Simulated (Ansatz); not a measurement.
Species: F3Ga, SMILES `[F][Ga]([F])[F]` (charge 0, multiplicity 1).

Q: Give a relaxed geometry from B3LYP-D3(BJ)/def2-TZVP (Ansatz, an electronic-structure program).

A: the end point of this relaxation (outside a Z-matrix the atoms follow the SMILES, hydrogens last).
Bond lengths (Å): F1–Ga2 1.734, Ga2–F3 1.734, Ga2–F4 1.734. Bond angles (°): F1–Ga2–F3 120.0, F1–Ga2–F4 120.0, F3–Ga2–F4 120.0.
